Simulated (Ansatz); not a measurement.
Species: dimethyl(methylsulfanyl)borane, C₃H₉BS (charge 0, singlet). SMILES: B(C)(SC)C
Coordinates optimised at B3LYP-D3(BJ)/def2-TZVP (Ansatz, a program for electronic structure):
```
B
C 1 1.5706
H 2 1.0907 1 115.22
H 2 1.0958 3 108.17 1 123.04
H 2 1.0958 3 108.17 4 113.92
C 1 1.5724 2 121.91 3 180.00
H 6 1.0914 1 112.61 2 0.00
H 6 1.0948 7 107.77 1 123.19
H 6 1.0948 7 107.77 8 113.63
S 1 1.7923 2 116.05 3 0.00
C 10 1.8229 1 105.75 2 180.00
H 11 1.0879 10 110.80 1 -60.97
H 11 1.0879 12 109.65 10 -122.62
H 11 1.0880 12 109.13 13 -119.48
```
Charge 0, spin multiplicity 1.

Cost and difference of B3LYP with Ansatz in habitual basis sets for the atomisation energy (kcal/mol). Set-up: non-relativistic; no dispersion term unless named; six Cartesian d functions in 6-31G* and its kin unless marked 5d; valence correlation only; open shells spin-unrestricted; 6-311+G** with 5d, 6d on Na to Ar in Ansatz; LANL2DZ with its own core potentials from Na on; atomisation electronic, to ground-state atoms; no spin-orbit coupling. CBS(X,Y): correlation extrapolated as X^-3; Hartree-Fock from the larger set. First-principles rows: single points at B3LYP-D3(BJ) geometries (Ansatz). Costs are core time of energy and forces over that of the cheapest set, on one shared machine, to one figure and rough; under a factor of 2 they don't order.

Coupled cluster (Ansatz) is a level with limits of its own, used here on species with T1 under 0.025 (0.045 for open shells) and stable references: CCSD(T)/CBS(cc-pV(T+d)Z,cc-pV(Q+d)Z).

Value to compare with: 1277.5 kcal/mol.

```json
[
 {"level": "B3LYP/STO-3G", "relative cost": "1×", "atomisation energy (kcal/mol)": "1565.9", "difference": "288.4"},
 {"level": "B3LYP/3-21G", "relative cost": "1×", "atomisation energy (kcal/mol)": "1254.1", "difference": "-23.4"},
 {"level": "B3LYP/LANL2DZ", "relative cost": "1×", "atomisation energy (kcal/mol)": "1234.4", "difference": "-43.1"},
 {"level": "B3LYP/6-31G", "relative cost": "2×", "atomisation energy (kcal/mol)": "1244.8", "difference": "-32.7"},
 {"level": "B3LYP/def2-SVP", "relative cost": "2×", "atomisation energy (kcal/mol)": "1276.0", "difference": "-1.5"},
 {"level": "B3LYP/6-31G*", "relative cost": "3×", "atomisation energy (kcal/mol)": "1272.6", "difference": "-4.9"},
 {"level": "B3LYP/cc-pVDZ", "relative cost": "3×", "atomisation energy (kcal/mol)": "1252.4", "difference": "-25.1"},
 {"level": "B3LYP/6-31G**", "relative cost": "3×", "atomisation energy (kcal/mol)": "1281.3", "difference": "3.8"},
 {"level": "B3LYP/6-31+G*", "relative cost": "3×", "atomisation energy (kcal/mol)": "1262.7", "difference": "-14.8"},
 {"level": "B3LYP/6-311+G**", "relative cost": "5×", "atomisation energy (kcal/mol)": "1264.0", "difference": "-13.5"}
]
```

The dearest set gives -13.5 kcal/mol. A small set can land close by cancelling terms.
